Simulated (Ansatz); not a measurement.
`CC1([SiH3])BO1` → `[SiH3]C1BO1` + `[CH2]` (triplet)  (formal loss of a carbene)

Isolated molecules relaxed with PBE0-D4/def2-TZVP in Ansatz; ΔE leaves out vibrations. CCSD(T)/CBS adds triple-zeta CCSD(T) − MP2 to the extrapolated MP2 energy (def2 sets, frozen cores). This one scheme is used for every species. DFT in def2-TZVPP. Triplets are unrestricted, without spin–orbit coupling.

Task: Is it downhill or uphill in electronic energy at CCSD(T)/CBS, and by how much? (Estimate.)

Result: Ansatz gave: Uphill: ΔE = +445.3 kJ/mol.

Task: What do these levels give: ωB97M-V, PBE, r2SCAN, SCS-MP2/def2-TZVPP, MP2/def2-QZVPP, CCSD/CBS(def2)? (An estimate is asked.)

Result: The calculation gave: ωB97M-V 447.1, PBE 444.9, r2SCAN 421.4, SCS-MP2/def2-TZVPP 447.0, MP2/def2-QZVPP 454.7, CCSD/CBS(def2) 432.8 kJ/mol.

Largest T1 diagnostic among the species: 0.016.

From PBE to PBE0 (25 % exact exchange), in def2-TZVPP and without D4, ΔE moves by −8.5 kJ/mol. In def2-TZVPP, CCSD(T) changes the Hartree–Fock value by +141.3 kJ/mol (the triples alone add +12.5 kJ/mol) and MP2 by +155.5 kJ/mol. The D4 term adds +12.6 kJ/mol with B3LYP and +6.8 kJ/mol with PBE0; it sums over pairs of atoms, weighted by their polarisabilities, and B3LYP, whose exchange is more repulsive, gets the larger term.

B3LYP here is the variant with VWN-RPA as its local correlation; programs differ in this.
